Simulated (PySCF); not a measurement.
SMILES O[Si](F)(F)[SeH] (H2F2OSeSi) (PBE0/def2-SVP optimised geometry):

```
7

O     -1.170    -1.395     1.379
Si    -0.565    -0.765     0.000
F      1.043    -0.765     0.000
F     -1.043     0.765     0.000
Se    -1.137    -1.860    -1.878
H     -1.143    -2.351     1.479
H     -2.570    -1.707    -1.578
```

Computed with PySCF with PBE0/def2-TZVP.

### Question
What are the frontier orbital energies and the dipole moment?

### Answer
HOMO-2 -10.58 eV, HOMO-1 -9.59 eV, HOMO -7.81 eV, LUMO -0.28 eV, LUMO+1 0.06 eV; dipole moment 2.69 D.

On the same geometry PySCF 2.14.0 with PBE/def2-TZVP gives HOMO-2 -8.77 eV, HOMO-1 -8.20 eV, HOMO -6.59 eV, LUMO -1.17 eV, LUMO+1 -0.87 eV; dipole moment 2.56 D.

Meta-Löwdin charges at PBE0/def2-TZVP: O1 -0.74, Si2 1.49, F3 -0.50, F4 -0.49, Se5 -0.22, H6 0.37, H7 0.09.
